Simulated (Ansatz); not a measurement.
## Nudged elastic band run: CH8GeN2Si

Input file:

```yaml
crystal:
  periodic: [false, false, false]
  atoms:
    - { symbol: "N", position_ang: [0.87772, 1.339167, 1.21771] }
    - { symbol: C, position_ang: [-0.370111, 1.489126, 1.168989] }
    - { symbol: Ge, position_ang: [-1.436776, 0.224403, 0.07366] }
    - { symbol: Si, position_ang: [0.095105, -1.533862, -0.562815] }
    - { symbol: "N", position_ang: [1.543343, -0.906614, -1.255698] }
    - { symbol: H, position_ang: [1.326008, 2.034747, 1.79871] }
    - { symbol: H, position_ang: [-0.865677, 2.300852, 1.715826] }
    - { symbol: H, position_ang: [-2.643075, -0.234288, 0.916788] }
    - { symbol: H, position_ang: [-2.003656, 1.02002, -1.119244] }
    - { symbol: H, position_ang: [-0.543749, -2.419836, -1.567083] }
    - { symbol: H, position_ang: [0.362305, -2.325425, 0.66173] }
    - { symbol: H, position_ang: [1.661765, -0.864524, -2.248397] }
    - { symbol: H, position_ang: [2.017298, -0.158566, -0.785377] }
basis:
  gaussian: { orbitals: def2-SVP }
hamiltonian:
  xc: hf
neb:
  order_check: false
  images: 5
  f_tol: 0.05
  max_iterations: 60
  final_atoms:
    - { symbol: "N", position_ang: [0.97903629, 1.1956613, 0.80039136] }
    - { symbol: C, position_ang: [-0.25517627, 1.33216841, 1.02361002] }
    - { symbol: Ge, position_ang: [-1.60560962, 0.21677975, 0.0496894] }
    - { symbol: Si, position_ang: [-0.64777764, -1.8645149, -0.86438452] }
    - { symbol: "N", position_ang: [1.19194165, -1.02201204, -1.13312416] }
    - { symbol: H, position_ang: [1.54826666, 1.82639917, 1.34614399] }
    - { symbol: H, position_ang: [-0.59697455, 2.0799761, 1.75052244] }
    - { symbol: H, position_ang: [-2.73950769, -0.02841501, 1.06942454] }
    - { symbol: H, position_ang: [-2.19367525, 1.20546033, -0.98593768] }
    - { symbol: H, position_ang: [1.90087661, -1.73274498, -1.04246425] }
    - { symbol: H, position_ang: [-0.22245647, -2.33271375, 0.51358015] }
    - { symbol: H, position_ang: [1.28228301, -0.63040221, -2.05736041] }
    - { symbol: H, position_ang: [1.37927326, -0.28044217, -0.45529188] }
  initial_path:
    images:
      - { positions_ang: [[0.87772, 1.339167, 1.21771], [-0.370111, 1.489126, 1.168989], [-1.436776, 0.224403, 0.07366], [0.095105, -1.533862, -0.562815], [1.543343, -0.906614, -1.255698], [1.326008, 2.034747, 1.79871], [-0.865677, 2.300852, 1.715826], [-2.643075, -0.234288, 0.916788], [-2.003656, 1.02002, -1.119244], [-0.543749, -2.419836, -1.567083], [0.362305, -2.325425, 0.66173], [1.661765, -0.864524, -2.248397], [2.017298, -0.158566, -0.785377]] }
      - { positions_ang: [[0.72718201, 1.27938114, 1.50314767], [-0.32576161, 1.4987577, 1.1062264], [-1.42189286, 0.22803883, 0.08212521], [0.05757143, -1.55800922, -0.53426621], [1.44796812, -0.972986, -1.35220735], [1.21351252, 1.9917868, 2.04394386], [-0.60750862, 2.37113639, 1.32875964], [-2.58030177, -0.21804326, 0.96659069], [-1.99004528, 0.97318082, -1.12119009], [-0.20685288, -2.33411849, -1.56864661], [0.38868431, -2.29443986, 0.69701719], [1.39041437, -0.77736176, -2.2756279], [1.92753028, -0.2221231, -0.86107351]] }
      - { positions_ang: [[0.57664402, 1.21959529, 1.78858533], [-0.28141222, 1.50838941, 1.0434638], [-1.40700973, 0.23167466, 0.09059042], [0.02003787, -1.58215644, -0.50571741], [1.35259323, -1.03935801, -1.4487167], [1.10101703, 1.94882661, 2.28917771], [-0.34934025, 2.44142079, 0.94169328], [-2.51752854, -0.20179853, 1.01639338], [-1.97643456, 0.92634164, -1.12313618], [0.13004324, -2.24840097, -1.57021021], [0.41506361, -2.26345471, 0.73230438], [1.11906373, -0.69019953, -2.30285881], [1.83776256, -0.2856802, -0.93677001]] }
      - { positions_ang: [[0.42610603, 1.15980943, 2.074023], [-0.23706283, 1.51802111, 0.9807012], [-1.39212659, 0.23531049, 0.09905564], [-0.0174957, -1.60630366, -0.47716862], [1.25721835, -1.10573001, -1.54522604], [0.98852155, 1.90586641, 2.53441157], [-0.09117187, 2.51170518, 0.55462693], [-2.45475531, -0.18555379, 1.06619608], [-1.96282384, 0.87950246, -1.12508227], [0.46693936, -2.16268346, -1.57177382], [0.44144292, -2.23246957, 0.76759158], [0.8477131, -0.60303729, -2.33008971], [1.74799484, -0.34923729, -1.01246652]] }
      - { positions_ang: [[0.61041612, 1.17176005, 1.64947912], [-0.24310064, 1.45607021, 0.99500414], [-1.4632876, 0.22913357, 0.08260023], [-0.22758968, -1.69237408, -0.60624059], [1.23545945, -1.07782402, -1.40785875], [1.17510325, 1.87937733, 2.13832237], [-0.25977276, 2.36779549, 0.95325876], [-2.54967277, -0.1331742, 1.06727223], [-2.03977431, 0.98815508, -1.07870074], [0.94491844, -2.01937063, -1.3953373], [0.22014312, -2.2658843, 0.6829211], [0.99256974, -0.61215893, -2.23917995], [1.62508765, -0.32630558, -0.82674164]] }
      - { positions_ang: [[0.79472621, 1.18371068, 1.22493524], [-0.24913846, 1.39411931, 1.00930708], [-1.53444861, 0.22295666, 0.06614481], [-0.43768366, -1.77844449, -0.73531255], [1.21370055, -1.04991803, -1.27049145], [1.36168495, 1.85288825, 1.74223318], [-0.42837366, 2.22388579, 1.3518906], [-2.64459023, -0.08079461, 1.06834839], [-2.11672478, 1.0968077, -1.03231921], [1.42289753, -1.87605781, -1.21890077], [-0.00115667, -2.29929902, 0.59825063], [1.13742637, -0.62128057, -2.14827018], [1.50218045, -0.30337388, -0.64101676]] }
      - { positions_ang: [[0.97903629, 1.1956613, 0.80039136], [-0.25517627, 1.33216841, 1.02361002], [-1.60560962, 0.21677975, 0.0496894], [-0.64777764, -1.8645149, -0.86438452], [1.19194165, -1.02201204, -1.13312416], [1.54826666, 1.82639917, 1.34614399], [-0.59697455, 2.0799761, 1.75052244], [-2.73950769, -0.02841501, 1.06942454], [-2.19367525, 1.20546033, -0.98593768], [1.90087661, -1.73274498, -1.04246425], [-0.22245647, -2.33271375, 0.51358015], [1.28228301, -0.63040221, -2.05736041], [1.37927326, -0.28044217, -0.45529188]] }
```

Run as:

```bash
$ ansatz run input.yaml --threads 2 --pin off --max-ram 3072MiB --backend cpu --events-out ev --progress --plain --runs-dir out
```

Output, in part (warnings, iteration lines, the closing report on the highest movable image, with atoms numbered from 0):

```
NEB end point (image 0): max|allowed force component| = 1.447e-2 eV/Å (the criterion of neb.relax_end_points is 1.000e-2)
NEB end point (image 6): max|allowed force component| = 1.069e-2 eV/Å (the criterion of neb.relax_end_points is 1.000e-2)
NEB iter   1: max|band force component| = 2.392e1 eV/Å  barrier→ = 7.6281 eV  barrier← = 6.5089 eV  Δτ_max = 0.2000 Å  (266 SCF iters)
NEB iter   2: max|band force component| = 4.014e0 eV/Å  barrier→ = 3.9371 eV  barrier← = 2.8179 eV  Δτ_max = 0.2000 Å  (181 SCF iters)
NEB iter   3: max|band force component| = 2.963e0 eV/Å  barrier→ = 3.1935 eV  barrier← = 2.0743 eV  Δτ_max = 0.1961 Å  (183 SCF iters)
NEB iter   4: max|band force component| = 3.346e0 eV/Å  barrier→ = 3.4666 eV  barrier← = 2.3474 eV  Δτ_max = 0.1004 Å  (185 SCF iters)
NEB iter   5: max|band force component| = 1.285e0 eV/Å  barrier→ = 3.6566 eV  barrier← = 2.5374 eV  Δτ_max = 0.1975 Å  (177 SCF iters)
NEB iter   6: max|band force component| = 6.810e-1 eV/Å  barrier→ = 4.1383 eV  barrier← = 3.0191 eV  Δτ_max = 0.1795 Å  (182 SCF iters)
NEB iter   7: max|band force component| = 6.856e-1 eV/Å  barrier→ = 3.7470 eV  barrier← = 2.6278 eV  Δτ_max = 0.0906 Å  (181 SCF iters)
NEB iter   8: max|band force component| = 2.851e0 eV/Å  barrier→ = 3.6676 eV  barrier← = 2.5484 eV  CI = image 3  Δτ_max = 0.0903 Å  (185 SCF iters)
NEB iter   9: max|band force component| = 3.009e0 eV/Å  barrier→ = 3.5922 eV  barrier← = 2.4730 eV  CI = image 3  Δτ_max = 0.1732 Å  (181 SCF iters)
NEB iter  10: max|band force component| = 1.522e0 eV/Å  barrier→ = 3.9712 eV  barrier← = 2.8520 eV  CI = image 3  Δτ_max = 0.1982 Å  (168 SCF iters)
NEB iter  11: max|band force component| = 1.150e0 eV/Å  barrier→ = 3.9520 eV  barrier← = 2.8328 eV  CI = image 3  Δτ_max = 0.2000 Å  (182 SCF iters)
NEB iter  12: max|band force component| = 8.360e-1 eV/Å  barrier→ = 3.9223 eV  barrier← = 2.8031 eV  CI = image 3  Δτ_max = 0.0996 Å  (186 SCF iters)
NEB iter  13: max|band force component| = 4.863e-1 eV/Å  barrier→ = 3.8868 eV  barrier← = 2.7676 eV  CI = image 3  Δτ_max = 0.0835 Å  (184 SCF iters)
NEB iter  14: max|band force component| = 2.494e-1 eV/Å  barrier→ = 3.8657 eV  barrier← = 2.7465 eV  CI = image 3  Δτ_max = 0.1001 Å  (186 SCF iters)
NEB iter  15: max|band force component| = 2.136e-1 eV/Å  barrier→ = 3.8551 eV  barrier← = 2.7359 eV  CI = image 3  Δτ_max = 0.0991 Å  (182 SCF iters)
NEB iter  16: max|band force component| = 2.365e-1 eV/Å  barrier→ = 3.8501 eV  barrier← = 2.7309 eV  CI = image 3  Δτ_max = 0.0296 Å  (186 SCF iters)
NEB iter  17: max|band force component| = 1.534e-1 eV/Å  barrier→ = 3.8476 eV  barrier← = 2.7284 eV  CI = image 3  Δτ_max = 0.0444 Å  (176 SCF iters)
NEB iter  18: max|band force component| = 6.868e-2 eV/Å  barrier→ = 3.8460 eV  barrier← = 2.7268 eV  CI = image 3  Δτ_max = 0.0333 Å  (188 SCF iters)
NEB iter  19: max|band force component| = 4.480e-2 eV/Å  barrier→ = 3.8453 eV  barrier← = 2.7261 eV  CI = image 3  Δτ_max = 0.0000 Å  (371 SCF iters)
Total energy: -68439.57773362 eV, -2515.1080916986 hartree
Atom 0 at     0.844940     1.318679     1.200425 Å, force    -0.008913     0.018387    -0.003770 eV/Å
Atom 1 at    -0.379183     1.567623     1.060027 Å, force     0.006817    -0.021153    -0.002182 eV/Å
Atom 2 at    -1.560595     0.266639     0.138261 Å, force    -0.006257    -0.000696    -0.000719 eV/Å
Atom 3 at    -0.264188    -1.653592    -0.554094 Å, force    -0.011725    -0.013118     0.015613 eV/Å
Atom 4 at     1.393096    -1.111629    -1.268542 Å, force    -0.002657    -0.018313    -0.010051 eV/Å
Atom 5 at     1.326432     2.064392     1.684945 Å, force     0.007803    -0.009574     0.000946 eV/Å
Atom 6 at    -0.815428     2.502307     1.435416 Å, force    -0.007053     0.011492     0.009363 eV/Å
Atom 7 at    -2.697934    -0.108602     1.108714 Å, force     0.000041     0.005876    -0.005633 eV/Å
Atom 8 at    -2.215223     1.015657    -1.040325 Å, force     0.006563    -0.001816     0.000317 eV/Å
Atom 9 at     0.647151    -2.158571    -1.776178 Å, force    -0.005982    -0.004847    -0.003407 eV/Å
Atom 10 at     0.155392    -2.311327     0.711131 Å, force     0.002764     0.004553    -0.000848 eV/Å
Atom 11 at     1.363403    -0.405543    -1.982955 Å, force     0.010001     0.014865    -0.001459 eV/Å
Atom 12 at     2.222637    -1.020834    -0.702025 Å, force     0.008597     0.014345     0.001831 eV/Å
Dipole moment:     0.262524     0.514495     0.011889 e Å
```

The run converged. Neighbouring images differ by up to 2.8 eV, so the band resolves the path poorly. A vibrational analysis at the climbing image gives one clearly imaginary mode, 2092i cm⁻¹: a first-order saddle point. The orbitals stay closed-shell, which can raise the energy where a bond breaks towards radicals; this wasn't checked here.

Final band (atoms are numbered from 1 in the order of the input):

```tsv
image	path coordinate (Å)	energy (kcal/mol)	Si4–H10 (Å)	N5–H10 (Å)
0	0.00	0.0	1.48	2.60
1	0.76	0.8	1.48	2.57
2	1.53	24.0	1.47	2.11
3	2.29	88.7	1.61	1.38
4	3.24	34.7	2.38	1.01
5	4.18	28.2	2.56	1.01
6	5.12	25.8	2.56	1.01
```

Run time: 2.5 min on 2 threads of Intel(R) Xeon(R) 6975P-C (Granite Rapids), with other jobs on the host, peak memory 0.39 GiB.
